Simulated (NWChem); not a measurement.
System: AlBr$_{3}$; SMILES [Br][Al]([Br])[Br]

Here is an NWChem input.

```
start job
memory heap 200 mb stack 900 mb global 1100 mb
geometry units angstroms noautosym nocenter noautoz
  Al     0.000000     0.000000     0.000000
  Br    -2.226300     0.323698     0.000000
  Br     1.393481     1.766184     0.000000
  Br     0.832819    -2.089882     0.000000
end
basis spherical
  * library cc-pvtz
end
dft
  xc xcamb88 1.00 lyp 0.81 vwn_5 0.19 hfexch 1.00
  cam 0.33 cam_alpha 0.19 cam_beta 0.46
  iterations 150
end
property
  efieldgrad
end
task dft property
```

NWChem printed, in part:

```
             Northwest Computational Chemistry Package (NWChem) 7.3.0
             --------------------------------------------------------

                             Geometry "geometry" -> ""
                             -------------------------

 Output coordinates in angstroms (scale by  1.889725989 to convert to a.u.)

  No.       Tag          Charge          X              Y              Z
 ---- ---------------- ---------- -------------- -------------- --------------
    1 Al                  13.0000     0.00000000     0.00000000     0.00000000
    2 Br                  35.0000    -2.22630000     0.32369800     0.00000000
    3 Br                  35.0000     1.39348100     1.76618400     0.00000000
    4 Br                  35.0000     0.83281900    -2.08988200     0.00000000

 Effective nuclear repulsion energy (a.u.)     820.1570307856

                              NWChem Property Module
                              ----------------------

  itol2e modified to match energy
  convergence criterion.

                                 NWChem DFT Module
                                 -----------------

 Summary of "ao basis" -> "ao basis" (spherical)
 ------------------------------------------------------------------------------
       Tag                 Description            Shells   Functions and Types
 ---------------- ------------------------------  ------  ---------------------
 Al                         cc-pvtz                 12       34   5s4p2d1f
 Br                         cc-pvtz                 15       43   6s5p3d1f

  itol2e modified to match energy
  convergence criterion.

            General Information
            -------------------
          SCF calculation type: DFT
          Wavefunction type:  closed shell.
          No. of atoms     :     4
          No. of electrons :   118
           Alpha electrons :    59
            Beta electrons :    59
          Charge           :     0
          Spin multiplicity:     1
          Use of symmetry is: off; symmetry adaption is: off
          Maximum number of iterations: 150
          AO basis - number of functions:   163
                     number of shells:    57
          Convergence on energy requested:  1.00D-07
          Convergence on density requested:  1.00D-05
          Convergence on gradient requested:  5.00D-04

[...]

          -----------------------
          Electric field gradient
          -----------------------

 1 a.u. = 0.324123 10**(16) esu/cm**3  ( or statvolts/cm**2 ) = 0.97174 10**(22) v/m**2

 ------------------------------------------------------------
   Atom      X         Y         Z
 ------------------------------------------------------------
    1 Al   0.00000   0.00000   0.00000
 ------------------------------------------------------------

 Electric field gradient in molecular frame (a.u.)
         XX             YY             ZZ             XY             XZ             YZ
 ------------------------------------------------------------------------------------------
        0.435717       0.435717      -0.871434       0.000000       0.000000       0.000000

 Principal components (a.u.) and orientation
 of principal axis w.r.t. absolute frame                      Asymmetry parameter eta
 --------------------------------------------------------------------------------------
       -0.871434       0.435717       0.435717                       0.000001

       -0.000000       0.937989      -0.346666
       -0.000000       0.346666       0.937989
        1.000000       0.000000       0.000000

 ------------------------------------------------------------
   Atom      X         Y         Z
 ------------------------------------------------------------
    2 Br  -4.20710   0.61170   0.00000
 ------------------------------------------------------------

 Electric field gradient in molecular frame (a.u.)
         XX             YY             ZZ             XY             XZ             YZ
 ------------------------------------------------------------------------------------------
       -3.084671       1.987364       1.097306       0.753388      -0.000000       0.000000

 Principal components (a.u.) and orientation
 of principal axis w.r.t. absolute frame                      Asymmetry parameter eta
 --------------------------------------------------------------------------------------
       -3.194211       2.096905       1.097306                       0.312941

        0.989594       0.143884      -0.000000
       -0.143884       0.989594      -0.000000
        0.000000       0.000000       1.000000

 ------------------------------------------------------------
   Atom      X         Y         Z
 ------------------------------------------------------------
    3 Br   2.63330   3.33760   0.00000
 ------------------------------------------------------------

 Electric field gradient in molecular frame (a.u.)
         XX             YY             ZZ             XY             XZ             YZ
 ------------------------------------------------------------------------------------------
        0.066904      -1.164214       1.097309      -2.572949       0.000000       0.000000

 Principal components (a.u.) and orientation
 of principal axis w.r.t. absolute frame                      Asymmetry parameter eta
 --------------------------------------------------------------------------------------
       -3.194213       2.096904       1.097309                       0.312939

        0.619404       0.785072       0.000000
        0.785072      -0.619404       0.000000
       -0.000000      -0.000000       1.000000

 ------------------------------------------------------------
   Atom      X         Y         Z
 ------------------------------------------------------------
    4 Br   1.57380  -3.94930   0.00000
 ------------------------------------------------------------

[...]
```

Level: CAM-B3LYP/cc-pVTZ. Coordinates come from a B3LYP/6-31G* (spherical d) optimisation. NWChem prints the field gradient with the sign opposite to the second derivative of the potential.
